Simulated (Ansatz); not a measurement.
Ansatz (a first-principles code) input (r2SCAN/def2-TZVPD):

Ansatz 0.2 input:
```yaml
crystal:
  periodic: [false, false, false]
  atoms:
    - {symbol: Ge, position_ang: [1.15501481, -0.40159227, -0.12991688]}
    - {symbol: O, position_ang: [1.48082589, 0.07183168, -1.69342625]}
    - {symbol: Br, position_ang: [-1.39448804, 0.35075140, 0.50585001]}
basis:
  gaussian:
    orbitals: def2-TZVPD
hamiltonian:
  xc: {name: r2SCAN}
total_charge: -1
output: {forces: true}
```

Output:

```
Functional definition: r2SCAN
integrals: 0.08 GiB planned
977 factors; their error is unknown
mean field: 0.51 GiB planned
mean field evaluation 1: about -128612.2383 eV, gradient 3.6e1 eV
mean field evaluation 2: about -128559.3444 eV, gradient 1.5e2 eV
mean field evaluation 4: about -128614.1669 eV, gradient 6.4e0 eV
mean field evaluation 8: about -128614.2265 eV, gradient 5.7e-2 eV
mean field evaluation 16: about -128614.2208 eV, gradient 2.5e-5 eV
mean field -128614.22082536 eV, -4726.4854374819 hartree, gradient 5.4e-6 eV, S^2 0.000000; 0 other end points of the search recorded, 0 dependent functions left out
the calculation of the forces begins
reference -128614.22084163 eV, -4726.4854380797 hartree; 38, 38 occupied and 113, 113 virtual orbitals, 977 factors
Total energy: -128614.22084163 eV, -4726.4854380797 hartree
Atom 0 at     1.155015    -0.401592    -0.129917 Å, force    -0.154102     0.081603    -0.055594 eV/Å
Atom 1 at     1.480826     0.071832    -1.693426 Å, force    -0.065541    -0.025677     0.133500 eV/Å
Atom 2 at    -1.394488     0.350751     0.505850 Å, force     0.219644    -0.055926    -0.077906 eV/Å
Dipole moment:     0.095884    -0.231140     0.503978 e Å
```
